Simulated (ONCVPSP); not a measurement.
# bismuth: excitation energies, all-electron against ONCV

ONCVPSP 4.0.1 input, shortened (lines: element, Z, core and valence counts, functional; n l f; lmax; l rc ep ncon nbas qcut; lloc lpopt rc5 dvloc0; l nproj debl; icmod fcfact rcfact), PBE, scalar-relativistic:

```
  Bi 83.00   11    4        4      upf
    1    0    2.00
    2    0    2.00
    2    1    6.00
    3    0    2.00
    3    1    6.00
    3    2   10.00
    4    0    2.00
    4    1    6.00
    4    2   10.00
    4    3   14.00
    5    0    2.00
    5    1    6.00
    5    2   10.00
    6    0    2.00
    6    1    3.00
    2
    0    1.90    0.00    4    7    3.10
    1    1.35    0.00    3    6   12.80
    2    2.00    0.00    4    9    8.40
    4    5    1.30    3.00
    0    2    2.20
    1    3    2.30
    2    1    2.90
    3    4.25    1.80
```

Energies are relative to the spin-unpolarised reference configuration 5p6 5d10 6s2 6p3; without spin polarisation the order of configurations can differ from experiment.

| valence configuration | charge | ΔE all-electron (eV) | error AE − PS (meV) |
| --- | --- | --- | --- |
| 5p6 5d10 6s2 6p1 | +2 | 23.161 | -15 |
| 5p6 5d10 6s2 6p2.5 | +0.5 | 3.097 | -1.3 |

Question: What are ΔE and the potential's error for 5p6 5d10 6s2 6p0?

Answer: ΔE = 46.503 eV all-electron; the error (AE − PS) is -41 meV.

Question: What are ΔE and the potential's error for 5p6 5d10 6s2 6p2?

Answer: ΔE = 7.913 eV all-electron; the error (AE − PS) is -3.7 meV.

Levels in the configuration 5p6 5d10 6s2 6p0:

```json
{"level": "5p", "all-electron (eV)": "-123.830", "pseudo (eV)": "-123.903"}
{"level": "5d", "all-electron (eV)": "-54.816", "pseudo (eV)": "-54.836"}
{"level": "6s", "all-electron (eV)": "-39.999", "pseudo (eV)": "-40.012"}
```

Note: ghosts flagged at negative energy: s at -54.1 eV; no localised positive-energy state flagged. A true bound ghost makes a file unfit for plane-wave use.
